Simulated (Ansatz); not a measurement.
Calculated with Ansatz (gas phase, PBE0-D4/def2-TZVP geometries, no zero-point term in ΔE). CCSD(T)/CBS adds triple-zeta CCSD(T) − MP2 to the extrapolated MP2 energy (def2 sets, frozen cores). This one scheme is used for every species. DFT in def2-TZVPP. B3LYP here is the variant with VWN-RPA as its local correlation; programs differ in this. Each species was taken in one conformer, which may not be the lowest.

`BC(F)OC#C` + CH₄ → `C#COC(C)F` + BH₃  (formal exchange of groups at a C–B bond)

```
    species  B3LYP-D4 energy (Eh)
`BC(F)OC#C`            -316.65153
        CH₄             -40.54051
`C#COC(C)F`            -330.56023
        BH₃             -26.62549
```

Task: Work out ΔE.

Result: ΔE = (-330.56023) + (-26.62549) − (-316.65153) − (-40.54051) = 0.00632 Eh = +4.0 kcal/mol. CCSD(T)/CBS gives +2.6 kcal/mol.

Largest T1 diagnostic among the species: 0.013.

In def2-TZVPP, CCSD(T) changes the Hartree–Fock value by +1.1 kcal/mol (the triples alone add +0.1 kcal/mol) and MP2 by +0.8 kcal/mol. From PBE to PBE0 (25 % exact exchange), in def2-TZVPP and without D4, ΔE moves by −1.6 kcal/mol.
